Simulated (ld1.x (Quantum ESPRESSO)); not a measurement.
**Be (Z = 4): excitation energies, all-electron against RRKJ**

* Element: Be
* Generator: ld1.x (Quantum ESPRESSO) 7.5
* Type: norm-conserving RRKJ (Kleinman–Bylander form)
* Functional: PBEsol
* Relativity: scalar-relativistic
* Frozen core: none
* Valence charge: 4
* Reference configuration: 1s2 2s2 2p0
* Partial waves: 2p (bound, empty): rc 4.20 bohr; 3d channel at 0.15 Ry: rc 4.05 bohr; 1s (bound): rc 0.50 bohr
* Local potential: the s channel
* Core correction: none
* rho0: 0.01

Occupied shells without a wave of their own: 2s. They enter only through the test configuration that unscreens the potential.

Energies are relative to the spin-unpolarised reference configuration 1s2 2s2 2p0; without spin polarisation the order of configurations can differ from experiment. Not all tests gave a result: 1 of 7 tests not solved or not reliable. Left out of the table: 1s2 2s0 2p1 (solver errors, printed error -9.1 eV).

| valence configuration | charge | ΔE all-electron (eV) | error AE − PS (meV) |
| --- | --- | --- | --- |
| 1s2 2s1 2p0 | +1 | 9.458 | +45 |
| 1s2 2s0 2p0 | +2 | 27.184 | +123 |
| 1s2 2s0 2p2 | 0 | 7.212 | +54 |
| 1s2 2s1 2p1 | 0 | 3.594 | +13 |

Problem. What are ΔE and the potential's error for 1s1 2s2 2p0?

Solution. ΔE = 127.369 eV all-electron; the error (AE − PS) is +135 meV.

Problem. What are ΔE and the potential's error for 1s2 2s1.5 2p0?

Solution. ΔE = 3.721 eV all-electron; the error (AE − PS) is +19 meV.
